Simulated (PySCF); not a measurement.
Atom-mapped SMILES (the numbers label the heavy atoms): `[N:1]#[C:2][C@H:3]([O:4][SiH2:5][C:6]([F:7])([F:8])[F:9])[C:10]([F:11])([F:12])[F:13]`; H(Xn) means a hydrogen on atom n. Ha(Si5) is pro-R; Hb(Si5) is pro-S.

All values are calculated (PySCF 2.14): shielding tensors at PBE0/pcSseg-1 (GIAO), structure optimised with PBE0-D3(BJ)/def2-SVP. Averaged over atoms made equivalent by symmetry, fast rotation or ring inversion, one computed conformer, no relativistic terms, gas phase.

Scale: 13C and 1H and 29Si vs TMS; NH3 for 15N; 17O vs H2O; CFCl3 for 19F (reference shieldings calculated alike).

```json
{"atoms": "C2", "nucleus": "13C", "count": "1", "Hirshfeld charge": "0.07", "δ (ppm)": "117.7"}
{"atoms": "F11/F12/F13", "nucleus": "19F", "count": "3", "Hirshfeld charge": "-0.07", "δ (ppm)": "-87.8"}
{"atoms": "Ha(Si5)", "nucleus": "1H", "count": "1", "Hirshfeld charge": "-0.06", "δ (ppm)": "5.00"}
{"atoms": "N1", "nucleus": "15N", "count": "1", "Hirshfeld charge": "-0.18", "δ (ppm)": "322.1"}
{"atoms": "Si5", "nucleus": "29Si", "count": "1", "Hirshfeld charge": "0.40", "δ (ppm)": "?"}
{"atoms": "O4", "nucleus": "17O", "count": "1", "Hirshfeld charge": "-0.21", "δ (ppm)": "?"}
{"atoms": "Hb(Si5)", "nucleus": "1H", "count": "1", "Hirshfeld charge": "-0.05", "δ (ppm)": "4.89"}
{"atoms": "C3", "nucleus": "13C", "count": "1", "Hirshfeld charge": "0.04", "δ (ppm)": "64.4"}
{"atoms": "C10", "nucleus": "13C", "count": "1", "Hirshfeld charge": "0.26", "δ (ppm)": "?"}
{"atoms": "F7/F8/F9", "nucleus": "19F", "count": "3", "Hirshfeld charge": "-0.09", "δ (ppm)": "?"}
{"atoms": "C6", "nucleus": "13C", "count": "1", "Hirshfeld charge": "0.17", "δ (ppm)": "132.1"}
{"atoms": "H(C3)", "nucleus": "1H", "count": "1", "Hirshfeld charge": "0.05", "δ (ppm)": "4.64"}
```

Fill in the missing shifts.

Answers


- C10: 127.0 ppm, CF3 carbon; 3 electronegative neighbours deshield it
- O4: 15.9 ppm, oxygen bonded to C, Si
- Si5: -24.0 ppm, silicon bonded to C, O, 2 H
- F7/F8/F9: -70.7 ppm, fluorine of a CF3 group

Shifts are as computed. Against solution values, carbons near 30 ppm lie about +2 ppm off and those near 130 ppm about +5 ppm (rms about the fit 1.9 ppm; single classes can miss by 10 ppm). Of 1328 compounds with measured shifts, 309 miss one by over three times the rms of a fit or turn the order of signals round; such compounds aren't used in these exercises. Signals without a measured value on file couldn't be tested in this way; 1H shifts scatter by 0.2 ppm about their fit, and single ones miss by 0.5 ppm. Unscaled 19F shifts against computed CFCl3 carry errors that often reach 10 to 50 ppm. Experimental scales use liquid or dissolved standards, which lie at an offset from isolated NH3 (liquid NH3: subtract about 20 ppm) and H2O (liquid H2O: subtract about 36 ppm). Unscaled 15N shifts of sp2 nitrogen often come out too high even then, by a few to some tens of ppm.
